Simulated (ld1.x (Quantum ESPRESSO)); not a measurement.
# u(r) = r·R(r): atom against pseudo-atom (Mg (Z = 12))

Columns: radius, all-electron u(r) and pseudo u(r) of the 2p shell (level -46.71 eV) of magnesium in the configuration [He] 2s2 2p6 3s2 3p0; LDA (PZ), scalar-relativistic, TM scheme, ld1.x (Quantum ESPRESSO) 7.5.

```json
{"r (bohr)": "0.053", "all-electron": "0.1100", "pseudo": "0.0681"}
{"r (bohr)": "0.105", "all-electron": "0.3228", "pseudo": "0.2482"}
{"r (bohr)": "0.158", "all-electron": "0.5521", "pseudo": "0.4946"}
{"r (bohr)": "0.210", "all-electron": "0.7496", "pseudo": "0.7342"}
{"r (bohr)": "0.262", "all-electron": "0.9059", "pseudo": "0.9231"}
{"r (bohr)": "0.315", "all-electron": "1.0211", "pseudo": "1.0464"}
{"r (bohr)": "0.368", "all-electron": "1.0959", "pseudo": "1.1119"}
{"r (bohr)": "0.420", "all-electron": "1.1358", "pseudo": "1.1411"}
{"r (bohr)": "0.473", "all-electron": "1.1492", "pseudo": "1.1498"}
{"r (bohr)": "0.525", "all-electron": "1.1415", "pseudo": "1.1415"}
{"r (bohr)": "0.578", "all-electron": "1.1176", "pseudo": "1.1176"}
{"r (bohr)": "0.630", "all-electron": "1.0828", "pseudo": "1.0828"}
{"r (bohr)": "0.683", "all-electron": "1.0392", "pseudo": "1.0392"}
{"r (bohr)": "0.735", "all-electron": "0.9911", "pseudo": "0.9911"}
{"r (bohr)": "0.788", "all-electron": "0.9389", "pseudo": "0.9389"}
{"r (bohr)": "0.840", "all-electron": "0.8862", "pseudo": "0.8862"}
{"r (bohr)": "0.893", "all-electron": "0.8321", "pseudo": "0.8321"}
{"r (bohr)": "0.945", "all-electron": "0.7796", "pseudo": "0.7796"}
{"r (bohr)": "0.998", "all-electron": "0.7273", "pseudo": "0.7273"}
{"r (bohr)": "1.050", "all-electron": "0.6777", "pseudo": "0.6777"}
{"r (bohr)": "1.102", "all-electron": "0.6301", "pseudo": "0.6301"}
{"r (bohr)": "1.155", "all-electron": "0.5839", "pseudo": "0.5839"}
{"r (bohr)": "1.208", "all-electron": "0.5402", "pseudo": "0.5402"}
{"r (bohr)": "1.260", "all-electron": "0.4997", "pseudo": "0.4997"}
{"r (bohr)": "1.313", "all-electron": "0.4610", "pseudo": "0.4610"}
{"r (bohr)": "1.365", "all-electron": "0.4254", "pseudo": "0.4254"}
```

(1) How many radial nodes do the two functions have?

(2) At about which radius was the pseudo-wave matched?

(3) Where does each function peak?

(4) Is the pseudo-wave norm-conserving?

Results:

(1) The all-electron 2p function has n − l − 1 = 0; the pseudo-wave has 0.

(2) 0.55 bohr, where the columns begin to agree (steps of 0.05 bohr).

(3) Outermost all-electron maximum near 0.47 bohr, pseudo maximum near 0.47 bohr (to the table’s step).

(4) Yes: the TM scheme keeps the norm inside the radius equal to the all-electron one, which fixes the energy derivative of the logarithmic derivative at the level.
